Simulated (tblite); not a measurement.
Isomers of C4H7NSi2. Calculated harmonic vibrations of the isolated species, GFN2-xTB (tblite), most abundant isotopes, no scaling. Errors from tens to a few hundred cm⁻¹ against measured bands are possible. Modes of hydrogen on silicon can be 10 to 20 % off. One conformer each.

Electronic energies: GFN2-xTB at the same geometries; isomer energies are rough at this level and their order can be wrong.

```tsv
SMILES	electronic energy, lowest = 0 (kJ/mol)
C#CC#C[SiH2][SiH2]N	85.8
N#CC#C[SiH2]C[SiH3]	45.8
N#CC([SiH3])=C=C[SiH3]	0.0
```

Problem. How do GFN2-xTB zero-point energies change the relative energies?

Solution. 
| SMILES | ZPE (kJ/mol) | of it from modes above 1550 cm⁻¹ | electronic (kJ/mol) | with ZPE, lowest = 0 (kJ/mol) | lowest mode (cm⁻¹) | rings |
| --- | --- | --- | --- | --- | --- | --- |
| N#CC([SiH3])=C=C[SiH3] | 214.9 | 125.9 | 0.0 | 0.0 | 51 | 0 |
| N#CC#C[SiH2]C[SiH3] | 222.1 | 130.1 | 45.8 | 53.0 | 34 | 0 |
| C#CC#C[SiH2][SiH2]N | 224.6 | 140.7 | 85.8 | 95.5 | 8 | 0 |

The zero-point energies span 9.7 kJ/mol, from `N#CC([SiH3])=C=C[SiH3]` to `C#CC#C[SiH2][SiH2]N`. The order is unchanged.
